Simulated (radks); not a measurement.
O III, configuration [He] 2s2 2p2.

Method: non-relativistic Kohn-Sham, r2SCAN, spin-polarised, spherical densities, point nucleus; open shells are filled with parallel spins first; meta-GGA in the generalised Kohn-Sham scheme; computed with a radial shooting solver on a logarithmic mesh with Libxc functionals.

Energy parts (hartree):
| part | energy |
|---|---|
| total | -73.22442 |
| kinetic | 73.08102 |
| electron-nucleus | -165.70091 |
| Hartree | 26.80907 |
| exchange-correlation | -7.41359 |

Orbitals (lengths in bohr, moments of r in powers of bohr):
| orbital | occ. | eigenvalue (hartree) | <r^2> |
|---|---|---|---|
| 1s up | 1 | -20.70557 | 0.05385 |
| 1s down | 1 | -20.62108 | 0.05318 |
| 2s up | 1 | -2.27451 | 1.226 |
| 2s down | 1 | -2.04460 | 1.313 |
| 2p up | 2 | -1.68175 | 1.205 |
| 2p down | 0 | -1.44238 | 1.348 |

The highest occupied level is 2p up at -45.763 eV. Summed over all electrons, <r^2> = 5.056 bohr^2, which gives a Langevin (diamagnetic) susceptibility term of -4 x 10^-6 cm^3/mol. Virial ratio -V/T = 2.00196. The spin density at the nucleus is 0.0493 e/bohr^3 (1s -0.9271, 2s 0.9764), a Fermi contact field of 2.58 T. The density falls to 0.001 e/bohr^3 at r = 2.55 bohr.
